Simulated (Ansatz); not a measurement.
Mulliken charges of `[AlH][Br]` radical from PBE/def2-TZVPP in Ansatz (PBE0-D4/def2-TZVP geometry).

| atom | x (Å) | y (Å) | z (Å) | charge (e) |
| --- | --- | --- | --- | --- |
| Al1 | -0.297 | -0.628 | -0.239 | 0.297 |
| Br2 | 1.585 | 0.009 | 0.871 | -0.208 |
| H3 | -1.299 | 0.555 | -0.645 | -0.089 |

Q: By hand: the dipole of these point charges (1 e Å = 4.8032 D).

A: Σ q r = (-0.302, -0.238, -0.195) e Å, of length 0.431 e Å = 2.07 D.

Q: How does the dipole of the full density compare? (An estimate is asked.)

A: Ansatz gave: (-0.207, -0.133, -0.130) e Å, 1.34 D; the point charges give 1.54 times that, at 5° from its direction.

Point charges leave out the atoms' own dipoles, such as those of lone pairs, and Mulliken's split depends on the basis, so the two needn't agree.
